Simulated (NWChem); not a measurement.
How basis sets differ on GeS (germanium sulfide)

GeS has 2 atoms, charge 0, and is taken as a singlet. SMILES: `[S+]#[Ge-]`. Geometry: the measured bond length.

```xyz
2

S     0.0000    0.0000    0.0000
Ge    0.0000    0.0000    2.0121
```

Each level gives the dipole moment (D). The values are calculated.

| level | kind | program | value (D) |
| --- | --- | --- | --- |
| wB97X/def2-SVP | range-separated hybrid | NWChem | 2.21 |
| wB97X/def2-SVPD | range-separated hybrid | NWChem | 2.50 |
| wB97X/def2-TZVP | range-separated hybrid | NWChem | 2.46 |
| wB97X/def2-TZVPD | range-separated hybrid | NWChem | 2.44 |
| wB97X/aug-cc-pVTZ | range-separated hybrid | NWChem | 2.47 |

All-electron rows without a relativistic Hamiltonian named are non-relativistic. The values span 2.21 to 2.50 D.
